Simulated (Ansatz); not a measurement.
FH5N3Nb, SMILES `[NH]=[Nb]([NH2])([NH2])[F]`. Charge 0, multiplicity 1. Correlated methods include outer-core shells of Nb, which these sets cover unevenly. Nb: def2 effective core potential.

Z-matrix (Å, degrees):
```
Nb
N 1 1.974
N 1 1.974 2 112.1
N 1 1.745 2 105.3 3 -114.0
F 1 1.897 2 109.9 3 122.4
H 2 1.011 1 124.0 3 -60.2
H 2 1.008 1 125.7 3 113.1
H 3 1.011 1 124.0 2 60.2
H 3 1.008 1 125.8 2 -113.1
H 4 1.009 1 167.4 2 -120.7
```

(1) Give the diagnostics of a CCSD(T)/def2-TZVPP run (frozen core, Ansatz 0.2.0). (Best estimate.)

Answers

(1) Ansatz gave: T1 = 0.0204, largest single amplitude 0.051, largest double 0.037, (T) share of the correlation energy 4.8 %, 12 CCSD cycles. The RHF solution is stable towards an unrestricted one. T1 lies over the customary mark of 0.02 for closed shells; compounds of d metals often pass it without a breakdown.
